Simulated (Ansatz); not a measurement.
The same path of CH8GeOSn (12 atoms, charge 0, multiplicity 1) was run twice with different band settings. The coordinate that changes most is the dihedral H11–Sn3–O4–H12.

The calculation used RKS B3LYP-D4/def2-SVP (Ansatz).

Relaxed end points:

```xyz
12
Properties=species:S:1:pos:R:3
C 0.218 2.218 0.124
Ge -0.821 0.553 -0.087
Sn 0.751 -1.558 -0.093
O -0.322 -3.241 -0.335
H -0.462 3.084 0.127
H 0.777 2.206 1.071
H 0.931 2.334 -0.706
H -1.835 0.426 1.075
H -1.623 0.598 -1.409
H 1.806 -1.630 -1.449
H 1.663 -1.706 1.373
H -1.005 -3.339 0.343
```

```xyz
12
Properties=species:S:1:pos:R:3
C 0.254 2.249 0.066
Ge -0.871 0.629 -0.020
Sn 0.612 -1.529 0.017
O -0.715 -3.031 -0.149
H -0.381 3.147 0.042
H 0.842 2.260 0.996
H 0.945 2.283 -0.789
H -1.840 0.599 1.183
H -1.705 0.640 -1.320
H 1.722 -1.642 -1.308
H 1.500 -1.761 1.487
H -0.285 -3.897 -0.172
```

Common settings: movable images 5; spring 5.0 eV/Å²; start path through a guess of the saddle point; force threshold 0.05 eV/Å; iteration limit 60; end points relaxed.

| run | climbing image | optimiser |
| --- | --- | --- |
| 1 | yes | quadratic models (default) |
| 2 | from the first iteration | fire |

(1) What does each run give, and how far can it be trusted?

Answers

(1) Run 1: converged after 13 iterations, highest image 0.015 eV above the first end. Beside the main top the profile has a ripple of under 15 meV (maxima at images 1, 4), which may be a very shallow well or noise. A vibrational analysis at the climbing image gives one clearly imaginary mode, 177i cm⁻¹: a first-order saddle point.
Run 2: converged after 50 iterations, highest image 0.021 eV above the first end. Beside the main top the profile has a ripple of under 15 meV (maxima at images 2, 5), which may be a very shallow well or noise. The order of the stationary point at the top wasn't checked.
